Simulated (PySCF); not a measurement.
Gas-phase reaction: InBr₃ + H₂ → InBr + 2 HBr

Computed with PySCF (xtb for GFN2) and rigid-rotor harmonic-oscillator thermochemistry at 1 bar. † marks an energy on the PBE0/def2-TZVP geometry and frequencies; other levels use their own. MP2 and CCSD(T) freeze the core. All species are closed-shell singlets. B3LYP is the form with VWN-RPA correlation. In: scalar-relativistic def2 core potential, no spin-orbit coupling. Br: all electrons, no relativistic terms. MP2 isn't extrapolated to the basis-set limit; its ΔH°(298 K) is 172.6 kJ in def2-SVP and 155.6 kJ in def2-TZVPP. CCSD(T) isn't extrapolated to the basis-set limit; its ΔH°(298 K) is 144.5 kJ in def2-SVP and 146.4 kJ in def2-TZVPP. The harmonic model lacks anharmonicity and excited electronic states, which grow with temperature; levels with a mode under 35 cm⁻¹ are left out. Soft modes under 120 cm⁻¹ make the harmonic entropy rough for InBr₃.

```json
[
 {"level": "B3LYP/def2-TZVP†", "ΔE electronic, kJ": "119", "ΔH°(298 K), kJ": "118", "ΔS°(298 K), J/K": "152", "ΔG°(2000 K), kJ": "-156"},
 {"level": "BLYP/def2-TZVP†", "ΔE electronic, kJ": "102", "ΔH°(298 K), kJ": "102", "ΔS°(298 K), J/K": "152", "ΔG°(2000 K), kJ": "-173"},
 {"level": "CCSD(T)/def2-SVP†", "ΔE electronic, kJ": "145", "ΔH°(298 K), kJ": "144", "ΔS°(298 K), J/K": "152", "ΔG°(2000 K), kJ": "-130"},
 {"level": "GFN2-xTB", "ΔE electronic, kJ": "93", "ΔH°(298 K), kJ": "93", "ΔS°(298 K), J/K": "142", "ΔG°(2000 K), kJ": "-162"},
 {"level": "MP2/def2-SVP†", "ΔE electronic, kJ": "173", "ΔH°(298 K), kJ": "173", "ΔS°(298 K), J/K": "152", "ΔG°(2000 K), kJ": "-102"},
 {"level": "MP2/def2-TZVPP†", "ΔE electronic, kJ": "156", "ΔH°(298 K), kJ": "156", "ΔS°(298 K), J/K": "152", "ΔG°(2000 K), kJ": "-119"},
 {"level": "PBE0/def2-QZVP†", "ΔE electronic, kJ": "144", "ΔH°(298 K), kJ": "144", "ΔS°(298 K), J/K": "152", "ΔG°(2000 K), kJ": "-131"},
 {"level": "PBE0/def2-TZVP", "ΔE electronic, kJ": "147", "ΔH°(298 K), kJ": "147", "ΔS°(298 K), J/K": "152", "ΔG°(2000 K), kJ": "-128"},
 {"level": "r2SCAN/def2-TZVP†", "ΔE electronic, kJ": "163", "ΔH°(298 K), kJ": "163", "ΔS°(298 K), J/K": "152", "ΔG°(2000 K), kJ": "-112"}
]
```
ΔH° is lowest at GFN2-xTB and highest at MP2/def2-SVP†. No reference value is set beside these.
